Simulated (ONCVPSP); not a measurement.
# nickel: one change to an ONCV potential, before and after

nickel, optimised norm-conserving Vanderbilt (ONCV), made with ONCVPSP 4.0.1 (PBE, scalar-relativistic). Core [Ne], reference 3s2 3p6 3d8 4s2. Waves: 3s+4s: rc 1.45 bohr, ncon 4, nbas 7, qcut 7.9 1/bohr, 2 projectors; 3p: rc 1.10 bohr, ncon 4, nbas 7, qcut 12.8 1/bohr, 1 projector; 3d: rc 0.85 bohr, ncon 3, nbas 7, qcut 14.6 1/bohr, 2 projectors, debl 0.3 Ha; f scattering state at 0.19 Ha: rc 1.50 bohr, ncon 4, nbas 8, qcut 7.7 1/bohr, 3 projectors, debl 2.8 Ha. Local part: polynomial inside 0.65 bohr (lpopt 5, dvloc0 3 Ha). Core correction: Teter function, fcfact 1.5, rcfact 1.25.

In the d channel the program set the typed energies aside and used -0.326, 0.250 Ha.

All-electron outer shells of the reference configuration (PBE, scalar-relativistic, ld1.x):

```csv
shell,level (eV),outermost node (bohr),outermost maximum (bohr)
2p,-844.68,–,0.16
3s,-111.06,0.30,0.64
3p,-71.39,0.27,0.65
3d,-8.87,–,0.63
4s,-5.64,0.92,2.24
```

Change: s: rc 1.14.

Cutoffs: the cutoffs (Ha) at which the residual kinetic energy of the hardest occupied pseudo-wave falls to 1 and 0.1 mHa per electron; they do not see the model core or the augmentation charge, which bear on the density cutoff. Errors are all-electron minus pseudo energies relative to the spin-unpolarised reference configuration.

**Question.** What does the change do?

**Answer.** The potential gets neither clearly harder nor softer (96 Ha and 138 Ha → 96 Ha and 138 Ha); the d channel sets the loose cutoff, while the largest relative change is in s, which becomes harder; of the 4 tests that both files solve, the error grows in 0 and shrinks in 1 by more than 15 % and 0.3 meV (median size 0.8 → 0.4 meV); neither file shows a bound ghost.

| quantity | base | changed |
| --- | --- | --- |
| cutoff, loose | 96 Ha | 96 Ha |
| cutoff, tight | 138 Ha | 138 Ha |
| loose cutoff by channel | s 15 Ha, p 43 Ha, d 96 Ha | s 31 Ha, p 43 Ha, d 96 Ha |
| bound ghosts | none | none |
| GHOST(+) flags under 300 eV | none | none |
| error for 3s2 3p6 3d8 4s1, meV [ΔE 9.32 eV] | -0.6 | -0.4 |
| error for 3s2 3p6 3d8 4s0, meV [ΔE 26.67 eV] | -0.9 | -0.4 |
| error for 3s2 3p6 3d7 4s0, meV [ΔE 64.14 eV] | -12 | -11 |
| error for 3s2 3p6 3d8 4s1.5, meV [ΔE 3.72 eV] | -0.3 | -0.2 |
| p: phases at 1.12 bohr within 0.05 rad from the reference energy up to (Ha; the scan ends near 5) | 2.9 | 2.9 |
| d: phases at 0.86 bohr within 0.05 rad from the reference energy up to (Ha; the scan ends near 5) | to the end of the scan | to the end of the scan |
| f: phases at 1.52 bohr within 0.05 rad from the reference energy up to (Ha; the scan ends near 5) | to the end of the scan | to the end of the scan |
| rms error of d²Exc/dni dnj with the model core, mHa | 1.33 | 1.29 |
